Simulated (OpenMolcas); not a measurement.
Cr2+ with its 6 nearest chloride ions at 2.651 Å, on the Na site of NaCl (a = 5.64056 Å, distance in the model lattice 2.820 Å). The rest of the host is ab initio model potentials to 7.6 Å, with orthogonalisation functions on the cations behind the ligands, and point charges beyond; the distance is set by hand and nothing relaxes, and no local charge compensation is placed. Ligand basis ANO-RCC-VDZP.
```
Cr    0.0000    0.0000    0.0000
Cl    2.6510    0.0000    0.0000
Cl    0.0000    2.6510    0.0000
Cl   -2.6510    0.0000    0.0000
Cl    0.0000   -2.6510    0.0000
Cl    0.0000    0.0000    2.6510
Cl    0.0000    0.0000   -2.6510
```

```json
{"Program": "OpenMolcas 26.06", "Method": "SS-CASPT2, IPEA 0.25 Eh, imaginary shift 0.1 Eh (closed shells correlated: 3s 3p and the ligand valence shells)", "Basis": "ANO-RCC-VDZP [5s4p2d1f]", "Scalar Hamiltonian": "DKH2, point nucleus", "Active space": "4 electrons in 5 orbitals (3d)", "State averaging": "2S+1 = 5 even, 5 roots; 2S+1 = 3 even, 45 roots; 2S+1 = 1 even, 50 roots", "Spin-orbit coupling": "RASSI with atomic mean-field integrals over the reference wave functions"}
```

Q: What is the spin-free ground state (labels of O, the rotations of Oh)?

A: 5E, 2-fold in its orbital part, 100 % from free-ion D terms; it has the highest spin that d4 allows.

Q: Where is the first state of the same spin?

A: 5T2 at 5590 cm-1 above the ground state.

Q: What are the lowest two levels with spin-orbit coupling?

A: A 1-fold level A1, then a 3-fold level T1 7 cm-1 above it. Their leading multiplicities are 5 (100 %) and 5 (100 %).

Q: What is χT at 300 K, and how does it compare with the textbook value?

A: The lowest level has 2S+1 = 5, for which the spin-only value is χT = S(S+1) / 2 = 3.000 cm3 K/mol (g = 2). The computed 2.933 at 300 K differs by -0.067, through orbital momentum, spin-orbit coupling and any other state in reach.

Roots that are degenerate in the reference are averaged as groups; the widest CASPT2 spread within a group is 180 cm-1 (the 3-fold group of multiplicity 5 near 5590 cm-1 above the lowest state of its run). Shifts and gaps below about the spread of the groups concerned are not significant. Over all roots computed the reference weight is 0.68 to 0.69; a low but even weight reflects the number of correlated electrons. An orbital doublet at a regular site is open to a Jahn-Teller distortion, which this geometry leaves out. Ligand-to-metal charge-transfer states are missing. These CASPT2 states fit no ligand-field parameters well, so their order and spin gaps are uncertain. With no ligand orbital active B as a rule stays too high, so bands that hang on it stand too high and its fall with covalency is understated. With one d shell and no ligand orbital active, 10Dq can be off by tens of per cent for divalent 3d ions, low with halides held by bare charges and at times high in hosts. Free-ion shares, where given, are those of the reference states; single-state CASPT2 does not remix them. No measured value stands beside these numbers; the geometry was set by hand and not optimised.
